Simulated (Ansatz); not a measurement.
A nudged elastic band was laid between two geometries of CH4OSSi (8 atoms, charge 0, multiplicity 1).

Level of theory: RKS B3LYP/STO-3G in Ansatz.

```yaml
movable_images: 7
climbing_image: yes
spring: 20.0 eV/Å²
optimiser: quadratic models (default)
start_path: IDPP
force_threshold: 0.05 eV/Å
iteration_limit: 60
end_points: relaxed
```

Initial state:

```xyz
8
Properties=species:S:1:pos:R:3
O -1.165 0.417 -0.830
C -0.191 -0.200 -0.018
Si 1.053 0.685 0.929
S -0.694 -1.879 0.297
H -0.785 1.355 -1.004
H 1.518 1.665 -0.048
H 2.135 -0.278 1.061
H -1.871 -1.764 -0.388
```

Final state:

```xyz
8
Properties=species:S:1:pos:R:3
O -1.328 0.664 -1.022
C -0.464 -0.094 -0.211
Si 0.815 0.623 0.840
S -1.202 -1.710 -0.044
H -0.846 1.566 -1.117
H 1.401 1.600 -0.076
H 1.800 -0.448 0.922
H -0.176 -2.200 0.708
```

Q: Which bonds break or form, and what moves?

A: No bond is made or broken. The dihedral O1–C2–S4–H8 goes from -2 to 178°.

Q: What energy profile does the band end with?

A: The forces met the threshold. The highest image is number 4 of 0 to 8, 0.36 eV above the first end and 0.34 eV above the last; the last end lies 0.01 eV above the first. Another band between the same ends (7 images) ends at a top of the same energy, where a vibrational analysis finds 1 clearly imaginary mode. Limits of this set-up: minimal basis.

```csv
image,path coordinate (Å),energy (eV),dihedral O1–C2–S4–H8 (°)
0,0.00,0.00,-2
1,0.44,0.05,-25
2,0.89,0.17,-48
3,1.33,0.30,-72
4,1.77,0.36,-99
5,2.16,0.30,-122
6,2.55,0.16,-145
7,2.93,0.05,-167
8,3.32,0.01,178
```

Q: What is the geometry of the highest image?

A: 
```xyz
8
Properties=species:S:1:pos:R:3:forces:R:3
O -0.752 0.335 -1.492 -0.01 -0.01 -0.01
C -0.136 -0.227 -0.351 -0.01 -0.01 -0.02
Si 0.612 0.677 0.960 0.00 0.01 0.02
S -0.612 -1.978 -0.252 0.00 0.00 0.00
H -0.358 1.284 -1.555 0.01 0.01 0.00
H 1.250 1.854 0.397 0.00 0.00 0.00
H 1.597 -0.152 1.623 0.00 -0.01 0.00
H -1.601 -1.792 0.670 0.00 0.00 0.00
```

Run time: 2.1 min on 1 thread of Arm Neoverse N1, on a shared host, peak memory 0.093 GiB.
